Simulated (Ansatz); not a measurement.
Mulliken charges of CH₅ClO₂Si (`CO[SiH](O)Cl`) from PBE/def2-TZVPP in Ansatz (PBE0-D4/def2-TZVP geometry).

| atom | x (Å) | y (Å) | z (Å) | charge (e) |
| --- | --- | --- | --- | --- |
| C1 | -0.121 | -1.625 | 0.207 | -0.138 |
| O2 | -0.020 | -0.447 | -0.564 | -0.283 |
| Si3 | 0.342 | 1.037 | -0.017 | 0.586 |
| O4 | 0.125 | 2.112 | -1.211 | -0.340 |
| Cl5 | -0.881 | 1.443 | 1.589 | -0.242 |
| H6 | -0.849 | -1.508 | 1.015 | 0.096 |
| H7 | -0.448 | -2.431 | -0.451 | 0.109 |
| H8 | 0.847 | -1.899 | 0.639 | 0.098 |
| H9 | 1.735 | 1.170 | 0.439 | -0.082 |
| H10 | -0.729 | 2.149 | -1.646 | 0.195 |

Question: By hand: the dipole of these point charges (1 e Å = 4.8032 D).

Answer: Σ q r = (0.062, -0.382, -0.098) e Å, of length 0.399 e Å = 1.92 D.

Question: How does the dipole of the full density compare? (Estimate.)

Answer: The calculation gave: (-0.110, -0.283, -0.097) e Å, 1.53 D; the point charges give 1.25 times that, at 29° from its direction.

Point charges leave out the atoms' own dipoles, such as those of lone pairs, and Mulliken's split depends on the basis, so the two needn't agree.
